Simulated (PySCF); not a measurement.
## How methods differ on the excitation energy of Ar⁺

Ar⁺ [Ne] 3s2 3p5 (2P) → Ar⁺ [Ne] 3s1 3p5 3d1 (high-spin determinant), as a difference of total energies. All numbers are calculated (PySCF 2.14, no relativity, point nucleus, in aug-cc-pwCVTZ). Correlated levels: nothing frozen. The calculations carry no spin-orbit coupling.

```csv
method,excitation energy (eV)
UHF,32.792
MP2 (all electrons),31.978
SCS-MP2 (all electrons),31.884
CCSD (all electrons),30.969
CCSD(T) (all electrons),30.273
```

Q: How much does correlation contribute at CCSD(T) (all electrons)?

A: 30.273 − (32.792) = -2.519 eV, measured against UHF.

The upper state lies above the first ionisation limit, where it may autoionise and the basis confines it.

The promoted electron is Rydberg-like, and one or two diffuse shells describe it only roughly, which tends to raise the upper state.

The coupled-cluster amplitudes are large for the upper state (T1 above 0.03 or a double amplitude above 0.15), so a single reference is strained.

The determinant of the upper state mixes LS terms, which raises its energy above the lowest term, most at the Hartree-Fock and MP2 levels.
